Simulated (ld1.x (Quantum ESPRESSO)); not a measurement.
## W (Z = 74): one change to an ultrasoft potential, before and after

W, ultrasoft, made with ld1.x (Quantum ESPRESSO) 7.5 (BLYP, scalar-relativistic). Core [Xe] 4f14, reference 5d4 6s0.5 6p0 (charge +1.5). Waves: 6s (bound): rcut 2.30, rcutus 2.45 bohr; 6s channel at -0.45 Ry: rcut 2.30, rcutus 2.45 bohr; 6p (bound, empty): rcut 2.65, rcutus 3.25 bohr; 6p channel at -0.3 Ry: rcut 2.65, rcutus 3.25 bohr; 5d (bound): rcut 1.55, rcutus 1.75 bohr; 5d channel at 0.7 Ry: rcut 1.55, rcutus 1.75 bohr. Local part: all-electron potential smoothed inside 2.20 bohr (lloc = -1). Core correction: a·sin(br)/r model core, default radius (core density twice the valence density). Augmentation charge: PSQ, inside the norm-conserving radii.

Change: augmentation built from norm-conserving waves at rcut, not smoothed further.

Cutoffs: the cutoffs (Ry, on a coarse ladder) from which the occupation-weighted sum of valence levels, in a spherical-Bessel basis at the reference potential, stays within 10 and 1 mRy of its value at 400 Ry; they do not see the model core or the augmentation charge, which bear on the density cutoff. Errors are all-electron minus pseudo energies relative to the spin-unpolarised reference configuration.

Problem. Predict the effect on cutoff, ghosts and configuration errors.

Solution. The potential gets neither clearly harder nor softer (30 Ry and 45 Ry → 30 Ry and 45 Ry); both files keep a bound ghost (s); of the 7 tests that both files solve, the error grows in 0 and shrinks in 4 by more than 15 % and 0.3 meV (median size 5.3 → 5.2 meV); the range in which the s phases agree narrows (upper end at the end of the scan → 1.2).

```tsv
quantity	base	changed
cutoff, loose	30 Ry	30 Ry
cutoff, tight	45 Ry	45 Ry
bound ghosts	s	s
error for 5d4 6s2 6p0, meV [ΔE -15.78 eV]	+483	-7.7
error for 5d4 6s1 6p0, meV [ΔE -6.97 eV]	+0.2	+0.5
error for 5d4 6s0 6p0, meV [ΔE 8.78 eV]	-5.3	-5.2
error for 5d4 6s0 6p2, meV [ΔE -6.50 eV]	+2.9	-2.8
error for 5d5 6s1 6p0, meV [ΔE -14.21 eV]	+78	-22
error for 5d4 6s0 6p1, meV [ΔE -1.51 eV]	+1.2	-0.7
error for 5d4.5 6s1.5 6p0, meV [ΔE -15.07 eV]	+238	-5.8
s: phases at 3.54 bohr within 0.05 rad from the reference energy up to (Ry; the scan ends near 5)	to the end of the scan	1.2
p: phases at 3.54 bohr within 0.05 rad from the reference energy up to (Ry; the scan ends near 5)	1.3	2.1
d: phases at 3.54 bohr within 0.05 rad from the reference energy up to (Ry; the scan ends near 5)	to the end of the scan	to the end of the scan
lowest overlap eigenvalue by channel	s 0.49, p 0.47, d 0.72	s 0.18, p 0.37, d 0.68
```

 A true bound ghost makes a file unfit for plane-wave use even where its test errors are small: the radial tests pick states by their node count and pass the ghost by.
